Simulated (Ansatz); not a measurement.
In₁₁As₁₁H₂₈, a nanocrystal cut from wurtzite InAs (hydrogen-capped). The state is a triplet with charge 0. Geometry PBE-D4/def2-SVP, that of the neutral singlet; atoms count from 1.

Cartesian coordinates in Å:
```
In 1.7915 -1.7841 -4.2975
As 3.9219 -2.4078 -2.6636
In -1.6309 0.3030 -3.8269
As -3.7882 -0.4762 -2.3648
As 0.4113 -0.4700 -2.3798
In -0.4594 -2.0593 -0.4147
In 4.1406 -1.7363 -0.0610
As 1.8145 -2.5780 0.9523
In -4.1611 0.0356 0.2805
As -1.9066 -0.7133 1.3847
In -2.9127 -2.2766 3.3482
In 1.9171 -1.9652 3.5521
As -0.4594 -2.8624 4.4585
As -1.8921 2.9805 -3.3420
In 1.7382 1.6979 -1.6045
As 3.7161 0.8893 -0.0066
In -1.8758 4.1451 -0.8874
As -4.0011 2.7574 0.0821
As 0.0922 2.8067 0.2358
In -0.7419 1.4399 2.4178
In 3.7936 2.0442 2.4676
As 1.6203 0.6731 3.3936
H 1.0118 -3.3008 -4.6374
H 2.4193 -0.6047 -5.4131
H 4.2176 -3.9072 -2.7080
H 5.2371 -1.9745 -3.3117
H -1.8687 -0.0036 -5.5241
H -3.7751 -2.0003 -2.4566
H -5.0856 -0.2736 -3.1502
H -1.2610 -3.4971 -1.0020
H 5.5776 -2.3494 0.7063
H 1.9431 -4.1033 0.9349
H -5.7624 -0.4148 0.7940
H -3.4774 -3.7725 2.6649
H -3.6926 -1.2438 4.5124
H 3.2855 -2.5839 4.4318
H -0.2792 -4.3734 4.6068
H -0.4682 -2.5627 5.9576
H -3.0116 3.5713 -4.2007
H -0.7419 3.6382 -4.0999
H 2.1236 2.8335 -2.8746
H 4.9519 1.4320 -0.7309
H -2.1180 5.8632 -0.9233
H -5.3044 3.3275 -0.4800
H -4.1980 3.2742 1.5048
H 0.9195 3.9562 0.8211
H -1.7641 2.4313 3.4296
H 5.1922 1.4162 3.2902
H 3.2983 3.7038 2.2665
H 1.5025 1.0749 4.8669
```

In the def2 sets In takes a core potential; there is no spin–orbit coupling. Single mean-field runs in def2-TZVP are fitted with def2-universal-jkfit. At PBE0-D4/def2-TZVP a singlet of charge 0 lies 3.74 eV below the triplet at the same geometry.

**Question.** Estimate the Mulliken populations of the heavy atoms from the PBE0/def2-TZVP orbitals of Ansatz.

**Answer.** 
```
atom  charge (e)  spin (α − β)
 In1        0.36          0.15
 As2       -0.39          0.00
 In3        0.61          0.05
 As4       -0.43          0.07
 As5       -0.76          0.34
 In6        0.49          0.29
 In7        0.58          0.01
 As8       -0.63          0.05
 In9        0.61          0.05
As10       -0.76          0.34
In11        0.36          0.15
In12        0.58          0.01
As13       -0.39          0.00
As14       -0.43          0.02
In15        0.59          0.02
As16       -0.61          0.00
In17        0.62          0.00
As18       -0.43          0.02
As19       -0.62          0.06
In20        0.59          0.02
In21        0.40          0.00
As22       -0.61          0.00
```
Mulliken values depend strongly on the basis.

**Question.** Where does the spin sit?

**Answer.** Summed by element: In 0.73, As 0.88, H 0.39, of 2 unpaired in all. Largest on single atoms: As5 0.34, As10 0.34, In6 0.29.

**Question.** And the Mayer bond orders between heavy atoms (over 0.3)?

**Answer.** In1–As2 0.56 (2.76 Å); In1–As5 0.52 (2.70 Å); As2–In7 0.61 (2.70 Å); In3–As4 0.58 (2.72 Å); In3–As5 0.74 (2.62 Å); In3–As14 0.57 (2.73 Å); As4–In9 0.58 (2.72 Å); As5–In6 0.49 (2.67 Å); As5–In15 0.65 (2.66 Å); In6–As8 0.56 (2.70 Å); In6–As10 0.49 (2.67 Å); In7–As8 0.67 (2.67 Å); In7–As16 0.69 (2.66 Å); As8–In12 0.67 (2.67 Å); In9–As10 0.74 (2.62 Å); In9–As18 0.57 (2.73 Å); As10–In11 0.52 (2.70 Å); As10–In20 0.65 (2.66 Å); In11–As13 0.56 (2.76 Å); In12–As13 0.61 (2.70 Å); In12–As22 0.69 (2.66 Å); As14–In17 0.59 (2.72 Å); In15–As16 0.67 (2.67 Å); In15–As19 0.58 (2.71 Å); As16–In21 0.58 (2.73 Å); In17–As18 0.59 (2.72 Å); In17–As19 0.73 (2.63 Å); As19–In20 0.58 (2.71 Å); In20–As22 0.67 (2.67 Å); In21–As22 0.58 (2.73 Å).
